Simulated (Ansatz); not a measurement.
Compare A (`COC#C[SiH3]`) with its isomer B (`C=C=C(O)[SiH3]`).

Computed with Ansatz on PBE0-D4/def2-TZVP structures; ΔE is electronic, products minus reactants. CCSD(T)/CBS is the MP2 limit (def2-TZVPP, def2-QZVPP) plus CCSD(T) − MP2 in def2-TZVPP, frozen cores. DFT in def2-TZVPP. B3LYP here is the variant with VWN-RPA as its local correlation; programs differ in this. One conformer a species, not always the lowest.

Task: Which is lower in electronic energy at CCSD(T)/CBS, and by how much? (Best estimate.)

Result: The calculation gave: B, by 34.3 kJ/mol.

Task: Give E(B) − E(A) in kJ/mol with B3LYP, PBE0-D4, HF/def2-TZVPP, PBE-D4, B2PLYP, B3LYP-D4, r2SCAN-D4. (An estimate is asked.)

Result: Computed: B3LYP -35.3, PBE0-D4 -42.7, HF/def2-TZVPP -10.8, PBE-D4 -49.2, B2PLYP -28.3, B3LYP-D4 -39.8, r2SCAN-D4 -42.0. None reverses the order clearly.

Largest T1 diagnostic: 0.013.

From PBE to PBE0 (25 % exact exchange), in def2-TZVPP and without D4, E(B) − E(A) moves by +6.2 kJ/mol. The D4 term adds −4.5 kJ/mol with B3LYP and −2.4 kJ/mol with PBE0; it sums over pairs of atoms, weighted by their polarisabilities, and B3LYP, whose exchange is more repulsive, gets the larger term.
